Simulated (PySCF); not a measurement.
## Polarisability and C₆ of Au²⁺ (gold, charge +2)

[Xe] 4f14 5d9, 2D determinant. Calculation: PySCF 2.14, in aug-cc-pVTZ-PP with one added diffuse shell each of s, p, d, f, g type with ECP60MDF (7s7p6d4f3g, 113 functions); scalar relativity through the core potential. Coupled (time-dependent) response in atomic units; α is the mean over directions.

```tsv
method	mean α (bohr³)	α xx, yy, zz	C₆ (like pair)	S(−4)
wB97X-V	8.705	8.597, 8.597, 8.920	56.63	15.59
```

S(−4) is the Cauchy moment in α(ω) = α(0) + S(−4) ω² + …

Spin-orbit coupling is absent.

α(iu) at wB97X-V:

```csv
u (hartree),α(iu) (bohr³)
0,8.705
0.0500,8.666
0.100,8.554
0.200,8.151
0.300,7.606
0.500,6.448
0.750,5.216
1.00,4.268
1.50,2.970
2.00,2.162
3.00,1.269
5.00,0.5711
```

For an ion, C₆ is the dispersion term alone; charge-induced terms of lower order in 1/R come first.

The components differ because the open shell of this determinant is not spherical; for a pure term their mean is the scalar polarisability.

Energies and moments cover only the electrons outside the core potential. Spin-orbit coupling, absent here, splits the open shell strongly.
